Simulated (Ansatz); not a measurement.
Gas-phase electronic energies from Ansatz, PBE0-D4/def2-TZVP geometries. CCSD(T)/CBS is the MP2 limit (def2-TZVPP, def2-QZVPP) plus CCSD(T) − MP2 in def2-TZVPP, frozen cores. Functionals use def2-TZVPP. For Ge outer-core shells are correlated without core-valence functions, which leaves a few kJ/mol of doubt a bond. Scalar relativity is left out up to krypton. Each species was taken in one conformer, which may not be the lowest.

Reaction (formal exchange of groups at a C–S bond): `C[S][GeH2][CH3]` + `[CH3][GeH]([OH])[F]` → `[CH3][Ge]([CH3])([OH])[F]` + `[CH3][GeH2][SH]`

(1) Is it downhill or uphill in electronic energy at CCSD(T)/CBS, and by how much? (Best estimate.)

(2) What do these levels give: ωB97X-V, ωB97M-V, PBE-QIDH, PBE, revPBE, RPA@PBE/def2-TZVPP? (Estimate.)

Largest T1 diagnostic among the species: 0.011.

Answers

(1) The calculation gave: Downhill: ΔE = -14.0 kcal/mol.

(2) The calculation gave: ωB97X-V -13.4, ωB97M-V -13.8, PBE-QIDH -14.1, PBE -12.8, revPBE -12.8, RPA@PBE/def2-TZVPP -14.2 kcal/mol.

In def2-TZVPP, CCSD(T) changes the Hartree–Fock value by −0.9 kcal/mol (the triples alone add +0.2 kcal/mol) and MP2 by −0.8 kcal/mol. From BLYP to BHLYP (50 % exact exchange), in def2-TZVPP and without D4, ΔE moves by −0.9 kcal/mol.
